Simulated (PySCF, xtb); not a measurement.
**Relative energy of two structures of C2H6AlO+**

We compare a, a singlet given by its coordinates, with b, a singlet given by its coordinates. Both are isolated ions in the gas phase, relaxed with PBE0-D3(BJ)/def2-SVP.

a (Å):

```
atom    x (Å)    y (Å)    z (Å)
   C  -2.8320   2.8670  -0.1920
   C  -0.3482  -1.3812  -0.4369
  Al  -1.3081   0.2614  -0.3430
   O  -2.1205   1.6511  -0.2635
   H  -2.9690   3.1483   0.8610
   H  -2.2659   3.6521  -0.7114
   H  -3.8133   2.7441  -0.6701
   H   0.6407  -1.2580   0.0324
   H  -0.9090  -2.1671   0.0936
   H  -0.2187  -1.6731  -1.4911
```

Close contacts (Å): C1–O4 1.41, C2–Al3 1.90, Al3–O4 1.61, C1–H5 1.10, C1–H6 1.10, C1–H7 1.10, C2–H8 1.10, C2–H9 1.10, C2–H10 1.10.

b (Å):

```xyz
10

C    -2.7151    1.8262   -0.5817
C    -2.0686    0.8052    0.3588
Al   -0.4961   -0.0789   -0.3243
O     0.8194   -0.8105   -0.9080
H    -3.5938    2.2554   -0.0769
H    -3.0675    1.3733   -1.5191
H    -2.0421    2.6596   -0.8278
H    -1.7446    1.2604    1.3121
H    -2.7599   -0.0145    0.6260
H     1.5985   -1.2493   -1.2462
```

Close contacts (Å): C1–C2 1.53, C2–Al3 1.93, Al3–O4 1.61, C1–H5 1.10, C1–H6 1.10, C1–H7 1.10, C2–H8 1.11, C2–H9 1.11, O4–H10 0.96.

Problem. Which of the two would you expect CCSD(T)/def2-SVP + ΔMP2/def2-TZVPP electronic energies to favour?

Solution. Structure b; the calculation gives E(b) − E(a) = −6.5 kcal/mol.

The same difference at several levels:

```json
{"level": "GFN2-xTB", "geometry": "GFN2-xTB", "E(b) − E(a) (kcal/mol)": "−7.7", "departure from the last row (kcal/mol)": "−1.2", "job, with rough time for the two": "optimisation, 0.14 s"}
{"level": "HF/STO-3G", "geometry": "GFN2-xTB", "E(b) − E(a) (kcal/mol)": "+6.8", "departure from the last row (kcal/mol)": "+13.3", "job, with rough time for the two": "single point, 1.2 s"}
{"level": "r2SCAN-D4/def2-SVP", "geometry": "GFN2-xTB", "E(b) − E(a) (kcal/mol)": "−5.6", "departure from the last row (kcal/mol)": "+0.9", "job, with rough time for the two": "single point, 18 s"}
{"level": "PBE0-D3(BJ)/def2-SVP", "geometry": "PBE0-D3(BJ)/def2-SVP", "E(b) − E(a) (kcal/mol)": "−6.7", "departure from the last row (kcal/mol)": "−0.3", "job, with rough time for the two": "optimisation, 69 s"}
{"level": "HF/def2-SVP", "geometry": "PBE0-D3(BJ)/def2-SVP", "E(b) − E(a) (kcal/mol)": "−3.6", "departure from the last row (kcal/mol)": "+2.9", "job, with rough time for the two": "part of the CCSD(T) run"}
{"level": "MP2/def2-SVP", "geometry": "PBE0-D3(BJ)/def2-SVP", "E(b) − E(a) (kcal/mol)": "−7.5", "departure from the last row (kcal/mol)": "−1.0", "job, with rough time for the two": "part of the CCSD(T) run"}
{"level": "CCSD(T)/def2-SVP", "geometry": "PBE0-D3(BJ)/def2-SVP", "E(b) − E(a) (kcal/mol)": "−6.2", "departure from the last row (kcal/mol)": "+0.3", "job, with rough time for the two": "single point"}
{"level": "CCSD(T)/def2-SVP + ΔMP2/def2-TZVPP", "geometry": "PBE0-D3(BJ)/def2-SVP", "E(b) − E(a) (kcal/mol)": "−6.5", "departure from the last row (kcal/mol)": "", "job, with rough time for the two": "single point, 59 s"}
```

HF/STO-3G puts the two in the other order. The largest departure from CCSD(T)/def2-SVP + ΔMP2/def2-TZVPP is that of HF/STO-3G, 13.3 kcal/mol. The last row adds to CCSD(T) the change of the MP2 difference between the two basis sets, here −0.3 kcal/mol.

With thermal terms from frequencies at re-optimised GFN2-xTB minima (ideal gas, soft modes damped towards free rotors, one conformer each, 298.15 K, 1 atm): on the last row, ΔE + ΔZPE = −5.7, ΔH = −6.1, ΔG = −5.8 kcal/mol.

The correlated steps freeze 8 core orbitals. Run with PySCF 2.14.0, xtb 6.7.1; the last row on 2 threads of Arm Neoverse V2 on a shared host.
